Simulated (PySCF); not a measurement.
CH₇AlO₂Si, SMILES [OH][Al]([OH])[SiH2]C. Atoms are numbered in the order given.

```xyz
12

Si    -0.7486     1.3295     0.0000
C      0.6846     2.5613     0.0000
Al     0.0335    -0.9692     0.0000
O      1.7196    -1.2229     0.0000
O     -1.0979    -2.2418     0.0000
H     -1.6198     1.5685    -1.1989
H     -1.6198     1.5685     1.1989
H      1.3177     2.4173     0.8884
H      0.3161     3.5984     0.0000
H      1.3177     2.4173    -0.8884
H      2.2116    -2.0444     0.0000
H     -0.9603    -3.1891     0.0000
```

Geometry optimised at PBE0-D3(BJ)/def2-SVP. The structure was generated by enumeration; whether it is a known compound was not checked. One conformer was computed; it need not be the lowest.

The numbers are results of PBE/pcSseg-1 (PySCF), not measurements.

GIAO shieldings, no solvent; atoms listed in one row are averaged. δ = σ(ref) − σ: ²⁹Si against TMS (σ = 335.4 ppm); ¹³C against TMS (σ = 182.0 ppm); ¹⁷O against H2O (σ = 334.3 ppm); ¹H against TMS (σ = 31.49 ppm), references at their B3LYP-D3(BJ)/def2-TZVP geometries, non-relativistic.

Computed chemical shifts:
```csv
nucleus,atoms,count,δ (ppm)
²⁹Si,Si1,1,-98.6
¹³C,C2,1,-7.9
¹⁷O,O4,1,64.4
¹⁷O,O5,1,62.4
¹H,"H6, H7",2,4.01
¹H,"H11, H12",2,2.26
¹H,"H8, H9, H10",3,0.50
```
